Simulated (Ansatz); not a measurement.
Reaction (ligand exchange at the Sn–O bond): `O[Si](O)(O)[O][Sn]([Cl])([Cl])[Cl]` + H–F → `[F][Sn]([Cl])([Cl])[Cl]` + `O[Si](O)(O)O`

Program: Ansatz. Geometries: PBE0-D4/def2-TZVP. ΔE: electronic, gas phase. CBS: MP2 limit from def2 TZ/QZ plus the TZ coupled-cluster correction, frozen cores. This one scheme is used for every species. Functionals use def2-TZVPP. def2 core potentials past Kr. For Sn outer-core shells are correlated without core-valence functions, which leaves a few kJ/mol of doubt a bond. One conformer a species, not always the lowest.

```tsv
level	ΔE (kJ/mol)
PBE	-21.2
r2SCANh	-12.3
MP2/def2-SVP	2.7
SCS-MP2/def2-TZVPP	1.7
```

What does CCSD(T)/CBS give? (Estimate.)

Computed: +3.7 kJ/mol. The listed levels differ from it by -24.9, -16.0, -1.0, -2.0 kJ/mol.

Largest T1 diagnostic among the species: 0.012.

The D4 term adds +17.8 kJ/mol with B3LYP and +10.8 kJ/mol with PBE0; it sums over pairs of atoms, weighted by their polarisabilities, and B3LYP, whose exchange is more repulsive, gets the larger term. From PBE to PBE0 (25 % exact exchange), in def2-TZVPP and without D4, ΔE moves by +6.0 kJ/mol. Leaving LDA and LC-ωPBE aside and taking each functional with its dispersion term where it has one, the values, not all of them listed here, spread over 12.3 kJ/mol, from B97M-V to BHLYP-D4. LDA lies +12.0 kJ/mol from PBE without D4.

B3LYP here is the variant with VWN-RPA as its local correlation; programs differ in this.
